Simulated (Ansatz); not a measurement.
An input meant for the cluster Hf3⁺ (charge 1, doublet; scaled by 1.25).

```yaml
crystal:
  periodic: [false, false, false]
  atoms:
    - {symbol: Hf, position_ang: [1.265125, -1.429993, -0.492012]}
    - {symbol: Hf, position_ang: [-1.823409, -0.458298, 0.593045]}
    - {symbol: Hf, position_ang: [0.558272, 1.888291, -0.101021]}
basis:
  gaussian: {orbitals: def2-SVP}
total_charge: 1
magnetization: {spin_polarized: true, initial_magnetization: 7}
hamiltonian: {xc: {name: wPBEh}}
scf: {omitted_lower_state_checks: [starts]}
```

```sh
$ ansatz run in.yaml --threads 4 --pin off --events-out ev --progress --plain --max-ram 3916MiB
```

Shortened log:

```
Functional definition: wPBEh
1041 factors; their error is unknown
95 factors; integrals over basis functions are off by at most 2.4e-5 eV
mean field evaluation 1: about -3897.4978 eV, gradient 2.4e1 eV
mean field evaluation 2: about -3889.6674 eV, gradient 4.2e1 eV
mean field evaluation 4: about -3900.3320 eV, gradient 1.3e1 eV
mean field evaluation 8: about -3901.8028 eV, gradient 4.0e0 eV
mean field evaluation 16: about -3902.2612 eV, gradient 6.6e-2 eV
mean field evaluation 32: about -3902.2621 eV, gradient 1.1e-2 eV
mean field -3902.26469312 eV, -143.4055824223 hartree, gradient 7.9e-6 eV, S^2 15.816133; 1 other end points of the search recorded, 0 dependent functions left out
reference -3902.26474280 eV, -143.4055842480 hartree; 21, 14 occupied and 75, 82 virtual orbitals, 1041 factors
Total energy: -3902.26474280 eV, -143.4055842480 hartree
Checks for a lower state left out: starts
```

In this input the spin is set far too high (7 unpaired electrons typed, 1 in the doublet as meant). The run converged. The result belongs to that input, not to the species as meant.

In the def2 sets Hf takes a core potential; there is no spin–orbit coupling.
